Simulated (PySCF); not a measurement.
HI3OSi, SMILES O[Si](I)(I)I.

Geometry optimised at PBE-D3(BJ)/def2-SVP. The def2 effective core potentials stand for the cores of I; spin–orbit coupling is left out. Other conformers were not sampled.

Computed with ωB97X/def2-TZVP (PySCF).

Isolated molecule, no solvent.

Computed frontier levels, gap, dipole moment and polarisability:
```yaml
highest_occupied_level: -9.77 eV
lowest_empty_level: -0.27 eV
orbital_gap: 9.51 eV
dipole_moment: 1.21 D
quadrupole, principal values (traceless, Buckingham form, about the centre of nuclear charge): -5.81, -1.68, 7.49 D·Å
mean_static_polarisability: 123.7 bohr³ (18.33 Å³)
polarisability_principal_values: 93.5, 138.6, 138.9 bohr³
```
